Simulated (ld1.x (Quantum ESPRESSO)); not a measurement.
## Before and after: TM potential for phosphorus

| Quantity | Value |
| --- | --- |
| Element | phosphorus (P) |
| Generator | ld1.x (Quantum ESPRESSO) 7.5 |
| Type | norm-conserving Troullier–Martins (Kleinman–Bylander form) |
| Functional | PBEsol |
| Relativity | scalar-relativistic |
| Frozen core | [Ne] |
| Valence charge | 5 |
| Reference configuration | 3s2 3p2 (charge +1) |
| Partial waves | 3s (bound): rc 1.55 bohr; 3p (bound): rc 1.70 bohr; 3d channel at 0.2 Ry: rc 1.60 bohr |
| Local potential | all-electron potential smoothed inside 1.65 bohr (lloc = -1) |
| Core correction | none |

All-electron outer shells of the reference configuration (PBEsol, scalar-relativistic, ld1.x):

| shell | level (eV) | outermost node (bohr) | outermost maximum (bohr) |
| --- | --- | --- | --- |
| 3s | -23.23 | 0.65 | 1.56 |
| 3p | -14.18 | 0.64 | 1.76 |

Change: all radii scaled by about 1.37 (s 2.12, p 2.34, d 2.20 bohr); local potential all-electron potential smoothed inside 2.26 bohr (lloc = -1).

Cutoffs: the cutoffs (Ry, on a coarse ladder) from which the occupation-weighted sum of valence levels, in a spherical-Bessel basis at the reference potential, stays within 10 and 1 mRy of its value at 400 Ry; they do not see the model core or the augmentation charge, which bear on the density cutoff. Errors are all-electron minus pseudo energies relative to the spin-unpolarised reference configuration.

**Question.** What does the change do?

**Answer.** The potential gets softer (21 Ry and 50 Ry → 15 Ry and 35 Ry); of the 7 tests that both files solve, the error grows in 1 and shrinks in 3 by more than 15 % and 0.3 meV (median size 4.3 → 5.3 meV); neither file shows a bound ghost. A larger radius leaves more room for a smooth pseudo-wave, so fewer plane waves are needed.

```csv
quantity,base,changed
"cutoff, loose",21 Ry,15 Ry
"cutoff, tight",50 Ry,35 Ry
loose cutoff by channel (10 mRy a level),"s 18 Ry, p 8 Ry","s 12 Ry, p 8 Ry"
bound ghosts,none,none
"error for 3s2 3p3, meV [ΔE -9.70 eV]",+4.3,+3.5
"error for 3s2 3p1, meV [ΔE 19.11 eV]",+9.9,+9.1
"error for 3s2 3p0, meV [ΔE 48.82 eV]",+64,+61
"error for 3s2 3p2.5, meV [ΔE -5.94 eV]",+1.6,+1.4
"error for 3s1 3p0, meV [ΔE 100.73 eV]",+218,+142
"error for 3s1 3p4, meV [ΔE -1.19 eV]",+2.4,+5.3
"error for 3s1 3p3, meV [ΔE 9.09 eV]",+1.8,-1.0
```
